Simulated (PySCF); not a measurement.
NICS in rings of unrelated molecules.

Probes without a nucleus sit at each ring's centroid and 1 Å off its mean plane on both sides; NICS is minus the shielding there, NICSzz its component along the normal. Level: GIAO PBE0/pcSseg-1 (PySCF, non-relativistic, gas phase) on the GFN2-xTB geometries, one conformer each. Atom numbers follow the mapped SMILES.

Question: Order these rings by mean NICS(1)zz, lowest (most negative) first (ppm).
A. ring C2–C3–C4–C8–C9 in `[F:1][C@@H:2]1[CH2:3][C@@H:4]2[CH2:5][CH2:6][CH2:7][C@@H:8]2[C@@H:9]1[Cl:10]`
B. ring C2–N3–N4–N5–C6 in `[CH3:1][c:2]1[n:3][n:4][nH:5][c:6]1[C:7]([F:8])([F:9])[F:10]`
C. ring C5–C6–C7–C8–C9–P10 in `[F:1][C:2]([F:3])([F:4])[c:5]1[cH:6][cH:7][cH:8][cH:9][p:10]1`
D. ring C2–O3–C4–C5–C6 in `[CH3:1][C@@H:2]1[O:3][CH2:4][CH:5]=[C:6]1[C:7](=[O:8])[OH:9]`

Answer: B (-32.6), C (-26.9), D (-3.2), A (-1.9).

```csv
SMILES,ring,NICS(0),NICS(1),NICS(1)zz,HOMA,rms pucker (Å),ring atoms with four or more neighbours
Cc1nn[nH]c1C(F)(F)F,5-membered ring with 3 N; formal bonds all aromatic,-13.1,-13.2,-32.6,0.94,0.00,0
FC(F)(F)c1ccccp1,6-membered ring with P; formal bonds all aromatic,-7.8,-10.8,-26.9,0.93,0.00,0
C[C@@H]1OCC=C1C(=O)O,"5-membered ring with O; formal bonds 1 double, 4 single",-4.0,-2.4,-3.2,–,0.05,2
F[C@@H]1C[C@@H]2CCC[C@@H]2[C@@H]1Cl,5-membered carbocycle; formal bonds all single,-4.9,-3.6,-1.9,–,0.17,5
```

NICS(0) gives another order. The isotropic NICS(1) gives another order. HOMA uses Krygowski's 1993 parameters; it is left out where a ring has a four-coordinate atom, a triple bond, no multiple bond or a kind of bond without parameters. NICS(1) and NICS(1)zz are means over the two faces.
